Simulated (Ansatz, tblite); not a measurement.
Removing and adding an electron: SbBr₃. Charge 0, multiplicity 1. Geometry: r2SCAN-D4/def2-SVP. Ansatz, gas phase; energy differences of separate SCF runs; the oxidised species was run as a doublet alone; the reduced species was run as a doublet alone.

Cartesian coordinates in Å:
```
Sb -0.3224 -0.4478 0.7218
Br -1.8183 1.2398 -0.4243
Br 0.3984 -1.7776 -1.3059
Br 1.7423 0.9855 1.0085
```

In the def2 sets Sb takes a core potential; there is no spin–orbit coupling. The xTB rows come from tblite. Correlated methods freeze 31 core orbitals; core or outer-core shells of Sb, Br are correlated, in sets that lack core-valence functions. The rows differ in basis, and correlated rows in double-zeta sets carry the largest basis error. HOMO above LUMO, or a gap near zero within one spin, warns that the state may not be the lowest or that an electron is smeared out.

```json
{"level": "GFN1-xTB", "−HOMO (eV)": "11.84", "vertical IE (eV)": "15.49", "−LUMO (eV)": "7.02", "vertical EA (eV)": "3.22", "HOMO–LUMO gap (eV)": "4.82", "IE − EA (eV)": "12.27", "remarks": "–"}
{"level": "GFN2-xTB", "−HOMO (eV)": "12.14", "vertical IE (eV)": "14.92", "−LUMO (eV)": "8.05", "vertical EA (eV)": "5.18", "HOMO–LUMO gap (eV)": "4.09", "IE − EA (eV)": "9.74", "remarks": "–"}
{"level": "HF/def2-SVP", "−HOMO (eV)": "–", "vertical IE (eV)": "9.61", "−LUMO (eV)": "–", "vertical EA (eV)": "–", "HOMO–LUMO gap (eV)": "–", "IE − EA (eV)": "–", "remarks": "spin-contaminated (⟨S²⟩ 0.83) (+1 doublet)"}
{"level": "PBE-D4/def2-TZVP", "−HOMO (eV)": "7.10", "vertical IE (eV)": "9.63", "−LUMO (eV)": "3.12", "vertical EA (eV)": "–", "HOMO–LUMO gap (eV)": "3.98", "IE − EA (eV)": "–", "remarks": "gap within one spin near zero (+1 doublet)"}
{"level": "PBE-D4/def2-TZVPD", "−HOMO (eV)": "7.14", "vertical IE (eV)": "–", "−LUMO (eV)": "3.20", "vertical EA (eV)": "0.94", "HOMO–LUMO gap (eV)": "3.94", "IE − EA (eV)": "–", "remarks": "HOMO above zero (-1 doublet)"}
{"level": "r2SCAN-D4/def2-TZVP", "−HOMO (eV)": "7.41", "vertical IE (eV)": "9.85", "−LUMO (eV)": "3.00", "vertical EA (eV)": "–", "HOMO–LUMO gap (eV)": "4.41", "IE − EA (eV)": "–", "remarks": "–"}
{"level": "r2SCAN-D4/def2-TZVPD", "−HOMO (eV)": "7.43", "vertical IE (eV)": "–", "−LUMO (eV)": "3.05", "vertical EA (eV)": "0.95", "HOMO–LUMO gap (eV)": "4.38", "IE − EA (eV)": "–", "remarks": "HOMO above zero (-1 doublet)"}
{"level": "PBE0-D4/def2-TZVP", "−HOMO (eV)": "8.17", "vertical IE (eV)": "9.95", "−LUMO (eV)": "2.40", "vertical EA (eV)": "–", "HOMO–LUMO gap (eV)": "5.77", "IE − EA (eV)": "–", "remarks": "–"}
{"level": "PBE0-D4/def2-TZVPD", "−HOMO (eV)": "8.20", "vertical IE (eV)": "–", "−LUMO (eV)": "2.49", "vertical EA (eV)": "0.95", "HOMO–LUMO gap (eV)": "5.71", "IE − EA (eV)": "–", "remarks": "HOMO above zero (-1 doublet)"}
{"level": "MP2/def2-SVP", "−HOMO (eV)": "–", "vertical IE (eV)": "9.95", "−LUMO (eV)": "–", "vertical EA (eV)": "–", "HOMO–LUMO gap (eV)": "–", "IE − EA (eV)": "–", "remarks": "spin-contaminated (⟨S²⟩ 0.83) (+1 doublet)"}
{"level": "CCSD/def2-SVP", "−HOMO (eV)": "–", "vertical IE (eV)": "9.82", "−LUMO (eV)": "–", "vertical EA (eV)": "–", "HOMO–LUMO gap (eV)": "–", "IE − EA (eV)": "–", "remarks": "spin-contaminated (⟨S²⟩ 0.83) (+1 doublet)"}
{"level": "CCSD(T)/def2-SVP", "−HOMO (eV)": "–", "vertical IE (eV)": "9.73", "−LUMO (eV)": "–", "vertical EA (eV)": "–", "HOMO–LUMO gap (eV)": "–", "IE − EA (eV)": "–", "remarks": "spin-contaminated (⟨S²⟩ 0.83) (+1 doublet)"}
```

   A HOMO above zero means that the electron is unbound at that level or that self-interaction error raises the level; the energy of removing that electron tells which. Raw xTB energy differences between charge states are shifted by several eV; the methods need an empirical correction for them.
